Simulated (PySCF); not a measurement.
# Orbital picture of HgO⁺

BLYP at R = 2.023 Å; basis Hg def2-SVP with ECP60, O def2-SVP; scalar-relativistic core potentials; PySCF 2.14. State: ²Π (doublet), unpaired electrons π ↑. Only the outer orbitals are listed, counted within each symmetry, core potentials removing the inner ones.

| spin | orbital | occ. | ε (eV) | on Hg (%) | main shells (%) |
| --- | --- | --- | --- | --- | --- |
| α | 5σ | 1 | -19.86 | 78 | 77 Hg d, 18 O p |
| α | 2π | 1 | -19.57 | 92 | 92 Hg d, 8 O p |
| α | 2π | 1 | -19.37 | 96 | 96 Hg d |
| α | 1δ | 1 | -18.92 | 100 | 100 Hg d |
| α | 1δ | 1 | -18.92 | 100 | 100 Hg d |
| α | 3π | 1 | -16.28 | 10 | 90 O p, 9 Hg d |
| α | 6σ | 1 | -16.27 | 54 | 44 O p, 38 Hg s, 16 Hg d |
| α | 3π | 1 | -14.45 | 7 | 93 O p |
| α | 7σ | 0 | -13.00 | 70 | 59 Hg s, 31 O p |
| α | 4π | 0 | -6.91 | 99 | 98 Hg p |
| α | 4π | 0 | -6.79 | 98 | 97 Hg p |
| β | 4σ | 1 | -28.87 | 8 | 90 O s |
| β | 5σ | 1 | -19.62 | 83 | 82 Hg d, 11 O p |
| β | 2π | 1 | -19.42 | 98 | 98 Hg d |
| β | 2π | 1 | -19.39 | 97 | 97 Hg d |
| β | 1δ | 1 | -18.94 | 100 | 100 Hg d |
| β | 1δ | 1 | -18.94 | 100 | 100 Hg d |
| β | 6σ | 1 | -15.83 | 62 | 53 Hg s, 36 O p, 8 Hg d |
| β | 3π | 1 | -13.76 | 7 | 93 O p |
| β | 3π | 0 | -12.99 | 8 | 92 O p |
| β | 7σ | 0 | -12.59 | 57 | 44 O p, 44 Hg s, 9 Hg p |
| β | 4π | 0 | -6.83 | 96 | 96 Hg p |

Which are the highest filled and the lowest empty level, where do they sit, and how wide is the gap?

Highest filled β 3π at -13.76 eV (in %: 93 O p); lowest empty α 7σ at -13.00 eV (in %: 59 Hg s, 31 O p); the gap at BLYP is 0.76 eV.

| Quantity | Value |
| --- | --- |
| bond order (Mayer) | 1.23 |
| ⟨S²⟩ | 0.776 |
| charge on Hg (Mulliken, basis-dependent) | 1.03 |
| charge on Hg (Löwdin, basis-dependent) | 0.91 |
| dipole moment (positive dipole points towards O; it is taken about the centre of mass and depends on that origin) | -1.66 D |

Spin–orbit coupling is left out. The state is the lowest determinant that a PBE0 search found; another state may lie lower at other levels.
